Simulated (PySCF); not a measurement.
AlGeH₅O₃, SMILES [OH][Al]([O][GeH3])[OH]. Geometry: ωB97X-D3(BJ)/def2-SVP. The structure was generated by enumeration; whether it is a known compound was not checked. One conformer was computed; it need not be the lowest.

Question: Give the equilibrium geometry at ωB97X-D3(BJ)/def2-SVP (PySCF confirms it by a frequency run) as bond lengths and angles. (Estimate from the structure and the level; the computed values follow.)

Answer: One answer among several that fit: 
Atoms: Ge1 O2 Al3 O4 O5 H6 H7 H8 H9 H10. Bond lengths (Å): Ge1–O2 1.760, Ge1–H6 1.543, Ge1–H7 1.536, Ge1–H8 1.536, O2–Al3 1.695, Al3–O4 1.696, Al3–O5 1.695, O4–H9 0.958, O5–H10 0.959. Bond angles (°): O2–Ge1–H6 108.9, O2–Ge1–H7 108.5, O2–Ge1–H8 108.5, H6–Ge1–H7 110.0, H6–Ge1–H8 110.0, H7–Ge1–H8 110.9, Ge1–O2–Al3 145.4, O2–Al3–O4 123.1, O2–Al3–O5 120.6, O4–Al3–O5 116.3, Al3–O4–H9 126.5, Al3–O5–H10 123.8.
Charge 0, spin multiplicity 1.
